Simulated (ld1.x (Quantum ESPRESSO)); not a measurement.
**Bi (Z = 83), TM: configuration errors across variants**

```
Element                 : bismuth
Generator               : ld1.x (Quantum ESPRESSO) 7.5
Type                    : norm-conserving Troullier–Martins (Kleinman–Bylander form)
Functional              : LDA (PZ)
Relativity              : fully relativistic
Frozen core             : [Xe] 4f14
Valence charge          : 15
Reference configuration : 5d10 6s2 6p3
Partial waves           : 6s (bound): rc 2.05 bohr; 5d (bound): rc 1.60 bohr; 6p (bound): rc 1.75 bohr
Local potential         : the p channel
Core correction         : Bessel-smoothed model core inside 1.60 bohr
```

Open shells are filled in proportion to 2j + 1 (rel_dist='average').

All-electron excitation energies from the reference (eV): (1) 5d10 6s2 6p2 8.305; (2) 5d10 6s2 6p1 24.051; (3) 5d10 6s2 6p0 47.985; (4) 5d10 6s1 6p3 18.963; (5) 5d10 6s0 6p5 20.232; (6) 5d10 6s1 6p0 93.882; (7) 5d9 6s2 6p4 23.819.

A true bound ghost makes a file unfit for plane-wave use even where its test errors are small: the radial tests pick states by their node count and pass the ghost by.

The file “base” misses its own reference levels by 1.6 eV. The file “wave 6s (bound): rc 2.05 bohr becomes 6s (bound): rc 1.32 bohr” misses its own reference levels by 1.6 eV. The file “wave 6s (bound): rc 2.05 bohr becomes 6s (bound): rc 1.56 bohr” misses its own reference levels by 1.6 eV. The file “wave 6s (bound): rc 2.05 bohr becomes 6s (bound): rc 1.88 bohr” misses its own reference levels by 1.6 eV. The file “wave 6s (bound): rc 2.05 bohr becomes 6s (bound): rc 2.04 bohr” misses its own reference levels by 1.6 eV. The file “wave 6s (bound): rc 2.05 bohr becomes 6s (bound): rc 2.38 bohr” misses its own reference levels by 1.6 eV. The file “wave 6s (bound): rc 2.05 bohr becomes 6s (bound): rc 2.50 bohr” misses its own reference levels by 1.6 eV. The file “wave 6s (bound): rc 2.05 bohr becomes 6s (bound): rc 3.08 bohr” misses its own reference levels by 1.6 eV.

Errors AE − PS in meV (a dash: test not solved or not reliable):

| change | (1) | (2) | (3) | (4) | (5) | (6) | (7) | bound ghosts |
| --- | --- | --- | --- | --- | --- | --- | --- | --- |
| base | +417 | +1017 | +1828 | +23 | -834 | +2304 | -598 | s |
| wave 6s (bound): rc 2.05 bohr becomes 6s (bound): rc 1.32 bohr | +416 | +1014 | +1820 | +8.9 | -911 | +2288 | -590 | s |
| wave 6s (bound): rc 2.05 bohr becomes 6s (bound): rc 1.56 bohr | +417 | +1016 | +1825 | +25 | -830 | +2302 | -598 | s |
| wave 6s (bound): rc 2.05 bohr becomes 6s (bound): rc 1.88 bohr | +417 | +1017 | +1828 | +23 | -834 | +2304 | -599 | s |
| wave 6s (bound): rc 2.05 bohr becomes 6s (bound): rc 2.04 bohr | +417 | +1017 | +1828 | +23 | -834 | +2304 | -598 | s |
| wave 6s (bound): rc 2.05 bohr becomes 6s (bound): rc 2.38 bohr | +417 | +1017 | +1829 | +20 | -848 | +2301 | -590 | s |
| wave 6s (bound): rc 2.05 bohr becomes 6s (bound): rc 2.50 bohr | +417 | +1017 | +1830 | +17 | -863 | +2296 | -583 | s |
| wave 6s (bound): rc 2.05 bohr becomes 6s (bound): rc 3.08 bohr | +418 | +1024 | +1856 | -23 | -1030 | +2241 | -525 | s |

**Question.** Give the same row for: wave 6s (bound): rc 2.05 bohr becomes 6s (bound): rc 2.80 bohr.

**Answer.** +417, +1020, +1840, +1.1, -932, +2274, -556; bound ghosts: s.
